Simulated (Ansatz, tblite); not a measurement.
Removing an electron: Te₃Pb₃⁻ (the lowest doublet isomer of a short search). Charge -1, multiplicity 2. Geometry: PBE-D4/def2-SVP. Ansatz, gas phase; energy differences of separate SCF runs; the oxidised species is a singlet (the triplet lies 0.53 eV higher at PBE0-D4/def2-TZVPD).

Cartesian coordinates in Å:
```
Pb 0.211 -2.297 -0.337
Pb -1.483 0.177 -1.790
Pb 0.564 1.220 1.421
Te 2.524 -0.995 0.826
Te 0.099 2.544 -1.250
Te -1.914 -0.649 1.129
```

In the def2 sets Pb, Te take a core potential; there is no spin–orbit coupling. The xTB rows come from tblite. The structure comes from a short search, and lower isomers may exist.

**Question.** Estimate orbital energies and vertical ionisation energies at: GFN1-xTB; GFN2-xTB; PBE-D4/def2-TZVPD; PBE0-D4/def2-TZVPD; r2SCAN0-D4/def2-TZVPD.

**Answer.** 
```json
{"level": "GFN1-xTB", "−HOMO (eV)": "–", "vertical IE (eV)": "5.07", "−LUMO (eV)": "–", "HOMO–LUMO gap (eV)": "–"}
{"level": "GFN2-xTB", "−HOMO (eV)": "–", "vertical IE (eV)": "5.53", "−LUMO (eV)": "–", "HOMO–LUMO gap (eV)": "–"}
{"level": "PBE-D4/def2-TZVPD", "−HOMO (eV)": "0.70", "vertical IE (eV)": "2.53", "−LUMO (eV)": "0.25", "HOMO–LUMO gap (eV)": "0.45"}
{"level": "PBE0-D4/def2-TZVPD", "−HOMO (eV)": "1.46", "vertical IE (eV)": "2.73", "−LUMO (eV)": "-0.28", "HOMO–LUMO gap (eV)": "1.74"}
{"level": "r2SCAN0-D4/def2-TZVPD", "−HOMO (eV)": "1.68", "vertical IE (eV)": "2.88", "−LUMO (eV)": "-0.38", "HOMO–LUMO gap (eV)": "2.06"}
```

  HOMO and LUMO are the levels of the spin that leaves or enters (xTB has no such levels and no spin-polarisation term). Other spin states of the ions may lie lower, which would lower the ionisation energy or raise the affinity. Raw xTB energy differences between charge states are shifted by several eV; the methods need an empirical correction for them.
